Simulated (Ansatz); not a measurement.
The same path of C2H9FOSi2 (15 atoms, charge 0, multiplicity 1) was run 3 times with different band settings. The coordinate that changes most is the dihedral Si3–C5–O6–H15.

All numbers below come from Ansatz, RKS LDA/def2-SVP.

Relaxed end points:

```xyz
15
Properties=species:S:1:pos:R:3
C 0.653 -2.623 0.718
Si 0.387 -1.299 -0.582
Si 0.056 0.810 0.350
F -1.301 0.757 1.296
C -0.455 2.217 -0.792
O -1.079 3.167 0.028
H 0.802 -3.616 0.244
H -0.227 -2.685 1.391
H 1.547 -2.394 1.335
H -0.810 -1.623 -1.444
H 1.585 -1.192 -1.498
H 1.178 1.239 1.262
H 0.426 2.685 -1.287
H -1.113 1.840 -1.621
H -1.671 2.666 0.629
```

```xyz
15
Properties=species:S:1:pos:R:3
C 0.623 -2.614 0.671
Si 0.549 -1.244 -0.606
Si -0.196 0.709 0.430
F -1.418 0.251 1.417
C -0.763 2.078 -0.724
O -1.066 3.273 -0.062
H 0.851 -3.594 0.201
H -0.355 -2.687 1.190
H 1.402 -2.400 1.433
H -0.421 -1.596 -1.710
H 1.895 -1.000 -1.248
H 0.855 1.338 1.324
H 0.011 2.191 -1.535
H -1.684 1.737 -1.253
H -0.304 3.508 0.502
```

Common settings: climbing image yes; spring 5.0 eV/Å²; optimiser quadratic models (default); start path through a guess of the saddle point; iteration limit 60; end points relaxed.

| run | movable images | force threshold |
| --- | --- | --- |
| 1 | 5 | 0.05 eV/Å |
| 2 | 3 | 0.05 eV/Å |
| 3 | 5 | 0.2 eV/Å |

(1) What does each run give, and how far can it be trusted?

Answers

(1) Run 1: converged after 19 iterations, highest image 0.128 eV above the first end. A vibrational analysis at the climbing image gives one clearly imaginary mode, 328i cm⁻¹: a first-order saddle point.
Run 2: converged after 18 iterations, highest image 0.128 eV above the first end. Another band between the same ends (5 images) ends at a top of the same energy, where a vibrational analysis finds 1 clearly imaginary mode. So few images can step over the top or miss a turn of the path.
Run 3: converged after 5 iterations, highest image 0.137 eV above the first end. The threshold of 0.2 eV/Å is loose, so the images may lie well off the minimum-energy path. The order of the stationary point at the top wasn't checked.
